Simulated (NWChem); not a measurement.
System meant: BF

NWChem input:

```
start job
memory heap 200 mb stack 900 mb global 1100 mb
geometry units angstroms noautosym nocenter noautoz
  B      0.000000     0.000000    -0.815066
  F      0.000000     0.000000     0.459570
end
basis spherical
  B library def2-svp
  F library def2-svp
end
dft
  xc xtpss03 ctpss03
  iterations 150
end
property
  shielding
end
task dft property
```

End of the output:

```
 Vector   10  Occ=0.000000D+00  E= 9.257181D-02
              MO Center=  1.8D-10,  4.6D-10, -2.5D-01, r^2= 3.6D+00
   Bfn.  Coefficient  Atom+Function         Bfn.  Coefficient  Atom+Function
  ----- ------------  ---------------      ----- ------------  ---------------
     9      1.052596  1 B  pz                 3      0.942221  1 B  s
    17     -0.749168  2 F  s                  2     -0.275391  1 B  s
     6     -0.250699  1 B  pz                16     -0.188492  2 F  s
    23      0.109815  2 F  pz                15     -0.096002  2 F  s
    20     -0.082620  2 F  pz

 center of mass
 --------------
 x =   0.00000000 y =   0.00000000 z =  -0.01525370

 moments of inertia (a.u.)
 ------------------
          40.440294162660           0.000000000000           0.000000000000
           0.000000000000          40.440294162660           0.000000000000
           0.000000000000           0.000000000000           0.000000000000

     Multipole analysis of the density
     ---------------------------------

     L   x y z        total         alpha         beta         nuclear
     -   - - -        -----         -----         ----         -------
     0   0 0 0     -0.000000     -7.000000     -7.000000     14.000000

     1   1 0 0     -0.000000     -0.000000     -0.000000      0.000000
     1   0 1 0     -0.000000     -0.000000     -0.000000      0.000000
     1   0 0 1      0.499873      0.192489      0.192489      0.114895

     2   2 0 0     -7.805673     -3.902837     -3.902837      0.000000
     2   1 1 0      0.000000      0.000000      0.000000      0.000000
     2   1 0 1      0.000000      0.000000      0.000000      0.000000
     2   0 2 0     -7.805673     -3.902837     -3.902837      0.000000
     2   0 1 1      0.000000      0.000000      0.000000      0.000000
     2   0 0 2    -10.634811    -14.642355    -14.642355     18.649898

          -----------------------------------------
          Chemical Shielding Tensors (GIAO, in ppm)
          -----------------------------------------

 ------------------------------------------------------------------------
  xtpss03: d2 not coded                    0
 ------------------------------------------------------------------------
 ------------------------------------------------------------------------
  current input line :
    18: task dft property
 ------------------------------------------------------------------------
 ------------------------------------------------------------------------
 This error has not yet been assigned to a category
 ------------------------------------------------------------------------
 For more information see the NWChem manual at https://nwchemgit.github.io

0: xtpss03: d2 not coded:Received an Error in Communication
```

Task: What is wrong, and how is it mended?

Result: The program stopped with an error. Cause: this functional's second derivatives, which shieldings need, aren't coded here; the fix takes a hybrid GGA instead. This input runs:
```
start job
memory heap 200 mb stack 900 mb global 1100 mb
geometry units angstroms noautosym nocenter noautoz
  B      0.000000     0.000000    -0.815066
  F      0.000000     0.000000     0.459570
end
basis spherical
  B library def2-svp
  F library def2-svp
end
dft
  xc pbe0
  iterations 150
end
property
  shielding
end
task dft property
```
It converges to -124.42694 Ha (PBE0/def2-SVP, GIAO).
